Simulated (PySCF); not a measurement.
A structure optimised at PBE-D3(BJ)/def2-SVP, used in a PySCF frequency run:

```
O
Si 1 1.6878
H 2 1.5032 1 106.61
H 2 1.5077 3 109.51 1 -121.97
H 2 1.5115 3 108.74 4 -117.63
Te 1 2.0565 2 118.23 3 176.58
N 6 2.0236 1 103.72 2 -79.56
H 7 1.0263 6 114.79 1 66.17
H 7 1.0264 8 110.86 6 131.84
```
Charge 0, spin multiplicity 1.

Task: Write its SMILES and formula.

Result: N[Te]O[SiH3], H₅NOSiTe

Task: What are its rotational constants (standard atomic weights)?

Result: 6.4108, 1.5656, 1.3606 GHz
